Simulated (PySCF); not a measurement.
**H₃RuN, singlet: computed properties**

These are results of PySCF, PBE0, basis Ru def2-TZVP with ECP28, N def2-TZVP, H def2-TZVP (scalar-relativistic core potentials, no spin–orbit coupling, density fitting), not measurements.

The structure is a minimum.

- Point group: Cs
- Bond lengths: Ru–H 1.559 Å, Ru–H 1.629 Å (×2), Ru–N 1.571 Å
- Bond angles: H–Ru–H 83.2° (×2), H–Ru–H 135.3°, H–Ru–N 95.9°, H–Ru–N 111.8° (×2)
- Heat capacity Cp at 298.15 K: 52.5 J/(mol K)
- Highest occupied level: -7.96 eV
- Entropy at 298.15 K and 1 bar: 262.3 J/(mol K)
- Principal quadrupole moments (Buckingham, traceless) about the centre of mass: -4.17, -0.13, 4.30 D Å
- Dipole moment: 1.81 D
- Rotational constants: 2.413, 0.4931, 0.4638 cm⁻¹
- Rotational symmetry number: 1
- Lowest empty level: -3.57 eV
- Zero-point energy: 64.9 kJ/mol
- Principal polarisabilities: 32.7, 46.3, 47.6 bohr³
- Atomisation energy without zero-point energy: 1256 kJ/mol
- Enthalpy at 298.15 K above 0 K: 11.64 kJ/mol

Harmonic modes (masses in u: Ru 101.904, N 14.003, H 1.008):
```csv
symmetry,ω (cm⁻¹),IR (km/mol)
a'',517,52.0
a'',633,12.4
a',663,8.1
a',776,7.3
a',819,3.0
a',1226,62.3
a'',1965,162
a',2018,74.3
a',2229,6.7
```

Charges (e):
```
atom  Mulliken  Löwdin  polar tensor  Mayer order to Ru1
 Ru1      0.36    0.10          0.59                   –
  N2     -0.37   -0.13         -0.31                2.68
H3,4     -0.04   -0.02         -0.14                0.87
  H5      0.08    0.07          0.00                0.91
```

Mulliken populations on Ru1 (electrons outside its core potential): s 2.60, p 6.50, d 6.53, f 0.02.

This need not be the most stable arrangement of these atoms.

The final relaxation and frequency run took 52 s on 2 threads of a shared Arm Neoverse V2 host, with 89 basis functions and 20 gradients; the process peaked at 1.2 GiB. Launch command: `OMP_NUM_THREADS=2 python axn.py task.json out`.
